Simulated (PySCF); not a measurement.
Molfile (atoms numbered from 1):
```
C3H7FOSSi2
     RDKit          3D

 15 14  0  0  0  0  0  0  0  0999 V2000
    0.3861    2.6514    1.0243 C   0  0  0  0  0  0  0  0  0  0  0  0
    0.1744    1.5031    0.7401 C   0  0  0  0  0  0  0  0  0  0  0  0
   -0.0494   -0.2504    0.2094 Si  0  0  1  0  0  4  0  0  0  0  0  0
    0.4590   -1.1856    1.4159 F   0  0  0  0  0  0  0  0  0  0  0  0
   -1.5847   -0.6244   -0.0137 O   0  0  0  0  0  0  0  0  0  0  0  0
   -3.0052   -0.7992   -0.7947 Si  0  0  0  0  0  4  0  0  0  0  0  0
    1.0936   -0.7022   -1.5303 S   0  0  0  0  0  0  0  0  0  0  0  0
    2.7625   -0.4634   -0.8331 C   0  0  0  0  0  0  0  0  0  0  0  0
    0.5505    3.6556    1.2916 H   0  0  0  0  0  0  0  0  0  0  0  0
   -3.7085    0.4637   -0.5862 H   0  0  0  0  0  0  0  0  0  0  0  0
   -2.7120   -1.0469   -2.2028 H   0  0  0  0  0  0  0  0  0  0  0  0
   -3.6258   -1.9314   -0.1163 H   0  0  0  0  0  0  0  0  0  0  0  0
    2.9039   -1.1328    0.0090 H   0  0  0  0  0  0  0  0  0  0  0  0
    3.4707   -0.6992   -1.6200 H   0  0  0  0  0  0  0  0  0  0  0  0
    2.8804    0.5696   -0.5208 H   0  0  0  0  0  0  0  0  0  0  0  0
  1  2  3  0
  2  3  1  0
  3  4  1  1
  3  5  1  0
  5  6  1  0
  3  7  1  0
  7  8  1  0
  1  9  1  0
  6 10  1  0
  6 11  1  0
  6 12  1  0
  8 13  1  0
  8 14  1  0
  8 15  1  0
M  END
```

Geometry: GFN2-xTB; GIAO absolute shieldings from PySCF, gas phase, non-relativistic, averaged over equivalent atoms.

At wB97X-D/6-31G (98 basis functions, 14 s wall time on 1 thread of an x86-64 server CPU, shared host):
| atoms | σ (ppm) |
| --- | --- |
| C1 | 109.9 |
| C2 | 125.0 |
| C8 | 191.1 |
| Si3 | 440.9 |
| Si6 | 454.1 |
| F4 | 346.2 |
| O5 | 312.3 |
| S7 | 701.5 |
| H10/H11/H12 | 27.79 |
| H9 | 30.97 |
| H13/H14/H15 | 31.07 |

What do these become at HF/pcSseg-1?

Answers


```csv
atoms,σ at HF/pcSseg-1,change
C1,88.4,-21.5
C2,108.9,-16.1
C8,183.3,-7.8
Si3,442.1,+1.2
Si6,433.7,-20.4
F4,347.6,+1.4
O5,301.9,-10.4
S7,713.4,+11.9
H10/H11/H12,27.56,-0.23
H9,29.84,-1.13
H13/H14/H15,29.98,-1.09
```

The largest change is at C1 (terminal alkyne carbon). Cost: 192 basis functions, 11 s wall time on 1 thread of an x86-64 server CPU, shared host. The order of the carbon signals is the same at both levels.
